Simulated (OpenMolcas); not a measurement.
**Ti3+, Zr3+, Hf3+: d down the group**

```yaml
Program: OpenMolcas
Method: RASSCF
Basis: ANO-RCC-VQZP
Scalar_Hamiltonian: DKH2, point nucleus
Spin-orbit_coupling: RASSI with atomic mean-field integrals over the reference wave functions, term energies averaged over their components
```

Active space for each ion: 7 electrons in 8 orbitals (RAS1 p, at most 2 holes; RAS2 d).

Computed levels in cm-1 above 2D 3/2:

| Level | Ti3+ | Zr3+ | Hf3+ |
| --- | --- | --- | --- |
| 2D 5/2 | 417 | 1418 | 5798 |
| weight of 2D in the lowest level (%) | 100 | 100 | 100 |

Measured, with the error of the calculation in %. Measured levels: Ti3+ from Corliss and Sugar, J. Phys. Chem. Ref. Data 8, 1 (1979); Zr3+ from the list in Rauch et al., Astron. Astrophys. 599, A142 (2017).

```json
{"Level": "2D 5/2", "Ti3+": "382 (+9.2)", "Zr3+": "1251 (+13.4)"}
```

The fine-structure level 2D 5/2 changes by a factor of 13.9 from Ti3+ to Hf3+.

Without dynamic correlation excited terms often stand tens of per cent too high (terms of higher spin than the ground term too low), and those without a measured partner can miss by more than the paired ones. Active for correlation alone: 3p; no level in the range computed is led by a configuration that opens it, so any true level of that kind is missing (holds for Ti3+). Active for correlation alone: 4p; no level in the range computed is led by a configuration that opens it, so any true level of that kind is missing (holds for Zr3+). Active for correlation alone: 5p; no level in the range computed is led by a configuration that opens it, so any true level of that kind is missing (holds for Hf3+). Measured partners are found by configuration, term and J. A level has none where our copy of the source lacks it or the pairing is in doubt (some pairs that miss far off the trend of their configuration count as doubtful), and it then counts in no deviation. Only configurations of the active space appear.
